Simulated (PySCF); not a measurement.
Potential energy of NaAs along the bond

Set-up: PySCF, no relativity, basis sets Na pcseg-1, As pcseg-1. Energies in eV from Na + As in their ground configurations at the same level. All curves are PBE0. state 1: ³Σ⁻ (triplet), unpaired electrons π ↑↑; state 2: Ms = 0 determinant of mixed spin (⟨S²⟩ near 1.0), unpaired electrons π ↑↓, a mixture of terms (⟨Lz²⟩ = 2.0), a second solution, started from another occupation; state 3: ³Π (triplet), unpaired electrons σ ↑, π ↑, a second solution, started from another occupation; state 4: Ms = 0 determinant of mixed spin (⟨S²⟩ near 1.0), unpaired electrons σ ↓, π ↑, a second solution, started from another occupation.

```
R (Å)  state 1  state 2  state 3  state 4
2.372   -0.871  -0.5234  -0.2108   0.1178
2.482   -1.082  -0.7330  -0.3281  -0.0045
2.592   -1.197  -0.8454  -0.3696  -0.0523
2.675   -1.237  -0.8827  -0.3650  -0.0530
2.758   -1.247  -0.8896  -0.3380  -0.0318
2.841   -1.235  -0.8732  -0.2941   0.0058
2.951   -1.192  -0.8239  -0.2167   0.0744
3.089   -1.111  -0.7316  -0.1000   0.1793
3.254   -0.991  -0.5933   0.0554   0.3200
3.475   -0.820  -0.3858   0.2697   0.5140
```

**Question.** Put a parabola through the three lowest points of the state 1 curve and estimate Re, k and ωe (reduced mass 17.59 u; 1 eV/Å² = 0.16022 mdyn/Å; ωe = 1302.8·√(k/μ) cm⁻¹).

**Answer.** Through R = 2.675, 2.758, 2.841 Å the second-order coefficient is 1.60 eV/Å², so Re ≈ 2.754 Å, k ≈ 0.512 mdyn/Å and ωe ≈ 222 cm⁻¹. A polynomial fit of higher order to the unrounded PBE0 energies gives Re = 2.750 Å, k = 0.543 mdyn/Å, ωe = 229 cm⁻¹; anharmonicity and rounding make the difference.

The higher-order fit for each curve: state 1: Re = 2.750 Å, ωe = 229 cm⁻¹, De = 1.25 eV; state 2: Re = 2.738 Å, ωe = 237 cm⁻¹, minimum 0.89 eV below the ground-state fragments; state 3: Re = 2.619 Å, ωe = 247 cm⁻¹, minimum 0.371 eV below the ground-state fragments; state 4: Re = 2.635 Å, ωe = 238 cm⁻¹, minimum 0.056 eV below the ground-state fragments.

⟨S²⟩ of the unrestricted solution departs from its pure value on part of the curve, where spin states mix. Spin–orbit coupling is left out. The state was picked by a PBE0 search and need not be the measured ground state.
